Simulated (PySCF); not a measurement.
C₇H₁₀S, SMILES C(C)(C)c1sccc1 at its GFN2-xTB optimised geometry (Å):

```
18

C     -2.0363    -1.7994     1.2755
C     -1.1842    -1.7982     0.0044
C     -2.0757    -1.7815    -1.2390
C     -0.2543    -0.6281     0.0000
C      1.1048    -0.6281     0.0000
C      1.6663     0.6704     0.0000
C      0.7231     1.6428     0.0004
S     -0.8697     0.9949     0.0006
H     -1.4022    -1.8101     2.1594
H     -2.6599    -0.9085     1.3077
H     -2.6794    -2.6760     1.2985
H     -0.5705    -2.7064    -0.0114
H     -2.6950    -0.8868    -1.2426
H     -2.7244    -2.6543    -1.2504
H     -1.4698    -1.7868    -2.1425
H      1.6943    -1.5281    -0.0002
H      2.7244     0.8631    -0.0001
H      0.8551     2.7064     0.0004
```

Calculation: PBE/def2-SVP run with PySCF. Cells within 0.4 Å of a nucleus heavier than hydrogen are left out (blank, or x).

Map of the Laplacian of the electron density (e/bohr⁵), clipped to [-1.50, 1.50] on the plane z = 0.0 Å:

```
|5555555555555555555555555|
|5555555555555555555555555|
|5555555555555555555555555|
|5555555555555555555555555|
|5555555555555555555555555|
|5555555555555535555555555|
|5555555555555404555555555|
|5555555555555425555555555|
|5555555554544xx4555555555|
|5555555549x93462454555555|
|5555555549x95553x20255555|
|5555555554835554x44555555|
|5555555555435552355555555|
|55555555555xx3xx455555555|
|55555555554xx3xx455555555|
|5555555554235553155555555|
|555555554xx55555055555555|
|555555555x355555555555555|
|5555555555125555555555555|
|5555555555445555555555555|
|5555555555555555555555555|
|5555555555555555555555555|
|5555555555555555555555555|
|5555555555555555555555555|
|5555555555555555555555555|
```
Scale: ten equal steps from -1.50 (start of '0') to 1.50 (end of '9'), in the order '0123456789'; x runs from -5.00 to 5.00, y from -5.00 (bottom) to 5.00 (top).
